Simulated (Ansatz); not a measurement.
Kohn–Sham single points on F$_{2}$GeH$_{4}$N$_{2}$, SMILES `[NH2][Ge]([NH2])([F])[F]`.

```yaml
crystal:
  periodic: [false, false, false]
  atoms:
    - {symbol: N, position_ang: [-0.357191, 1.470639, -0.432923]}
    - {symbol: Ge, position_ang: [0.131097, -0.254280, -0.371117]}
    - {symbol: N, position_ang: [0.088807, -0.889551, 1.305848]}
    - {symbol: F, position_ang: [-0.830095, -1.356454, -1.291011]}
    - {symbol: F, position_ang: [1.658793, -0.315444, -1.175664]}
    - {symbol: H, position_ang: [-1.289139, 1.676090, -0.105175]}
    - {symbol: H, position_ang: [-0.173063, 1.942648, -1.305620]}
    - {symbol: H, position_ang: [0.163472, -1.892194, 1.392022]}
    - {symbol: H, position_ang: [0.695719, -0.427853, 1.966640]}
basis:
  gaussian: {orbitals: def2-TZVPP}
hamiltonian: {xc: {name: B3LYP}, dispersion: d4}
output: {forces: true, orbitals: {seedname: orbitals}}
```

```sh
$ ansatz run in.yaml --threads 4 --pin off --events-out ev --progress --plain
```

It prints (some lines left out):

```
Functional definition: B3LYP
1247 factors; their error is unknown
mean field evaluation 1: about -64989.8711 eV, gradient 9.8e1 eV
mean field evaluation 2: about -64967.3619 eV, gradient 1.4e2 eV
mean field evaluation 4: about -65005.4678 eV, gradient 7.0e0 eV
mean field evaluation 8: about -65005.7576 eV, gradient 2.6e-1 eV
mean field evaluation 16: about -65005.7577 eV, gradient 7.3e-5 eV
mean field -65005.75766553 eV, -2388.9175317229 hartree, gradient 7.3e-5 eV, S^2 0.000000; 0 other end points of the search recorded, 0 dependent functions left out
reference -65005.75788691 eV, -2388.9175398588 hartree; 34, 34 occupied and 194, 194 virtual orbitals, 1247 factors
Total energy: -65006.03676716 eV, -2388.9277885188 hartree
Atom 0 at    -0.357191     1.470639    -0.432923 Å, force    -0.074682     0.221230    -0.015115 eV/Å
Atom 1 at     0.131097    -0.254280    -0.371117 Å, force    -0.028729     0.059101     0.087560 eV/Å
Atom 2 at     0.088807    -0.889551     1.305848 Å, force     0.007926    -0.084279     0.218144 eV/Å
Atom 3 at    -0.830095    -1.356454    -1.291011 Å, force    -0.191607    -0.215560    -0.181394 eV/Å
Atom 4 at     1.658793    -0.315444    -1.175664 Å, force     0.302546    -0.012242    -0.156228 eV/Å
Atom 5 at    -1.289139     1.676090    -0.105175 Å, force    -0.001339     0.025563    -0.004869 eV/Å
Atom 6 at    -0.173063     1.942648    -1.305620 Å, force    -0.010778     0.023810     0.004355 eV/Å
Atom 7 at     0.163472    -1.892194     1.392022 Å, force     0.000651    -0.003105     0.026276 eV/Å
Atom 8 at     0.695719    -0.427853     1.966640 Å, force    -0.003988    -0.014518     0.021272 eV/Å
Dipole moment:    -0.129265     0.265549     0.393563 e Å
```

It took 3.4 s on 4 threads of a server CPU on a shared host, with 0.65 GiB of host memory at the peak.

Changing it to `hamiltonian: {xc: {name: B2PLYP}}` and no forces (abridged; 4.5 s):

```
Functional definition: B2PLYP
mean field evaluation 16: about -64979.1115 eV, gradient 4.0e-5 eV
mean field -64979.11150952 eV, -2387.9383035510 hartree, gradient 5.5e-6 eV, S^2 0.000000
13 core orbitals not correlated: weight in the atoms' cores, before any rotation towards them, 1.000 or more for the frozen orbitals, at most 0.000 for the correlated occupied ones
second order -38.38254795 eV of doubles, -0.00000000 eV of singles
Total energy: -64989.47493891 eV, -2388.3191525568 hartree
```

With the line `hamiltonian: {xc: {name: BHLYP}, dispersion: d4}` and no forces (abridged; 2.9 s):

```
Functional definition: BHLYP
mean field evaluation 16: about -65000.2666 eV, gradient 9.0e-5 eV
mean field -65000.26664961 eV, -2388.7157406100 hartree, gradient 1.6e-5 eV, S^2 0.000000
Total energy: -65000.47890496 eV, -2388.7235408501 hartree
```

The same input with `hamiltonian: {xc: {name: r2SCAN0}, dispersion: d4}` and no forces (abridged; 3.6 s):

```
Functional definition: r2SCAN0
mean field evaluation 16: about -64998.8072 eV, gradient 7.7e-5 eV
mean field -64998.80723701 eV, -2388.6621081863 hartree, gradient 7.7e-5 eV, S^2 0.000000
Total energy: -64998.85566157 eV, -2388.6638877560 hartree
```

The same input with `hamiltonian: {xc: {name: wB97X-V}}` and no forces (abridged; 6.5 s):

```
Functional definition: wB97X-V
mean field evaluation 16: about -64996.5917 eV, gradient 7.7e-5 eV
mean field -64996.59174178 eV, -2388.5806902384 hartree, gradient 7.7e-5 eV, S^2 0.000000
Total energy: -64996.59174018 eV, -2388.5806901793 hartree
```

Changing it to `hamiltonian: {xc: lda}` and no forces (abridged; 1.1 s):

```
Functional definition: SPW92
mean field evaluation 16: about -64859.4129 eV, gradient 3.6e-4 eV
mean field -64859.41291887 eV, -2383.5394614794 hartree, gradient 3.6e-5 eV, S^2 0.000000
Total energy: -64859.41294914 eV, -2383.5394625918 hartree
```

B3LYP takes the VWN-RPA correlation (the form of Gaussian; ORCA's B3LYP/G).
